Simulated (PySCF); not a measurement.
Zn(OH) (HOZn), SMILES [Zn][OH] (connectivity only; charge and spin as stated), neutral, multiplicity 2.

The structure is a stationary point at B3LYP-D3(BJ)/def2-TZVP. The spin state was assumed, not searched. The isomer is the one that the SMILES or the coordinates give; other isomers of the formula were not compared.

Method: PBE/def2-TZVPD run with PySCF.

Gas-phase values at a fixed geometry.

Estimate the frontier levels, dipole moment and polarisability. (Estimate from the structure and the level; the computed values follow.)


```
Property                                                                                                         Value
---------------------------------------------------------------------------------------------  -----------------------
α spin, highest occupied and lowest empty level                                                     -5.31 and -1.45 eV
β spin, highest occupied and lowest empty level                                                     -6.51 and -4.17 eV
dipole moment                                                                                                   1.80 D
quadrupole, principal values (traceless, Buckingham form, about the centre of nuclear charge)    -5.29, 0.06, 5.23 D·Å
mean static polarisability                                                                        42.7 bohr³ (6.32 Å³)
polarisability, principal values                                                                38.2, 38.8, 51.0 bohr³
⟨S²⟩                                                                                           0.752 (pure state 0.75)
```
